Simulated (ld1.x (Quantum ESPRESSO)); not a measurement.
## Reading a pseudo-wave (Zr (Z = 40))

Columns: radius, all-electron u(r) and pseudo u(r) of the 5p shell (level -1.47 eV) of zirconium in the configuration [Kr] 4d2 5s2 5p0; PBE, scalar-relativistic, RRKJ scheme, ld1.x (Quantum ESPRESSO) 7.5.

```json
{"r (bohr)": "0.165", "all-electron": "0.0053", "pseudo": "-0.0029"}
{"r (bohr)": "0.330", "all-electron": "-0.1144", "pseudo": "-0.0111"}
{"r (bohr)": "0.495", "all-electron": "-0.0422", "pseudo": "-0.0237"}
{"r (bohr)": "0.660", "all-electron": "0.0779", "pseudo": "-0.0392"}
{"r (bohr)": "0.825", "all-electron": "0.1629", "pseudo": "-0.0561"}
{"r (bohr)": "0.990", "all-electron": "0.1964", "pseudo": "-0.0733"}
{"r (bohr)": "1.155", "all-electron": "0.1859", "pseudo": "-0.0902"}
{"r (bohr)": "1.320", "all-electron": "0.1451", "pseudo": "-0.1068"}
{"r (bohr)": "1.485", "all-electron": "0.0867", "pseudo": "-0.1239"}
{"r (bohr)": "1.650", "all-electron": "0.0204", "pseudo": "-0.1428"}
{"r (bohr)": "1.815", "all-electron": "-0.0476", "pseudo": "-0.1646"}
{"r (bohr)": "1.980", "all-electron": "-0.1132", "pseudo": "-0.1903"}
{"r (bohr)": "2.145", "all-electron": "-0.1742", "pseudo": "-0.2200"}
{"r (bohr)": "2.310", "all-electron": "-0.2295", "pseudo": "-0.2534"}
{"r (bohr)": "2.475", "all-electron": "-0.2788", "pseudo": "-0.2891"}
{"r (bohr)": "2.640", "all-electron": "-0.3219", "pseudo": "-0.3252"}
{"r (bohr)": "2.805", "all-electron": "-0.3591", "pseudo": "-0.3596"}
{"r (bohr)": "2.970", "all-electron": "-0.3905", "pseudo": "-0.3905"}
{"r (bohr)": "3.135", "all-electron": "-0.4165", "pseudo": "-0.4165"}
{"r (bohr)": "3.300", "all-electron": "-0.4375", "pseudo": "-0.4375"}
{"r (bohr)": "3.465", "all-electron": "-0.4538", "pseudo": "-0.4538"}
{"r (bohr)": "3.630", "all-electron": "-0.4658", "pseudo": "-0.4658"}
{"r (bohr)": "3.795", "all-electron": "-0.4740", "pseudo": "-0.4740"}
{"r (bohr)": "3.960", "all-electron": "-0.4786", "pseudo": "-0.4786"}
{"r (bohr)": "4.125", "all-electron": "-0.4801", "pseudo": "-0.4801"}
{"r (bohr)": "4.290", "all-electron": "-0.4790", "pseudo": "-0.4790"}
```

Question: How many radial nodes do the two functions have?

Answer: The all-electron 5p function has n − l − 1 = 3; the pseudo-wave has 0, since the states of the same l below it are removed with the core.

Question: At about which radius was the pseudo-wave matched?

Answer: 3.05 bohr, where the columns begin to agree (steps of 0.17 bohr).

Question: Is the pseudo-wave norm-conserving?

Answer: Yes: the RRKJ scheme keeps the norm inside the radius equal to the all-electron one, which fixes the energy derivative of the logarithmic derivative at the level.
